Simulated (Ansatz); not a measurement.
`[OH][InH]` radical. The species carries charge 0 and has multiplicity 2. In takes the def2 core potential. The geometry is a stationary point of PBE0-D4/def2-TZVP.

```xyz
4

O    -0.422   -0.654    0.770
In    0.213    0.321   -0.861
H    -0.924   -1.453    0.595
H     1.134    1.786   -0.504
```

(1) What is the dipole moment at B3LYP/def2-TZVPP? (Estimate.)

(2) And with PBE, r2SCAN, ωB97M-V? (Best estimate.)

(3) Give the Mulliken charges with B3LYP, r2SCAN, ωB97M-V in def2-TZVPP. (An estimate is asked.)

Answers

(1) Computed: 2.04 D, with components (-0.29, -0.49, -1.96) D in this frame, pointing from negative to positive charge.

(2) Computed: PBE 1.79 D, r2SCAN 1.92 D, ωB97M-V 2.09 D.

(3) The calculation gave: 
| atom | B3LYP | r2SCAN | ωB97M-V |
| --- | --- | --- | --- |
| O1 | -0.52 | -0.54 | -0.52 |
| In2 | 0.48 | 0.48 | 0.47 |
| H3 | 0.17 | 0.19 | 0.16 |
| H4 | -0.14 | -0.14 | -0.11 |

B3LYP here is the variant with VWN-RPA as its local correlation; programs differ in this.
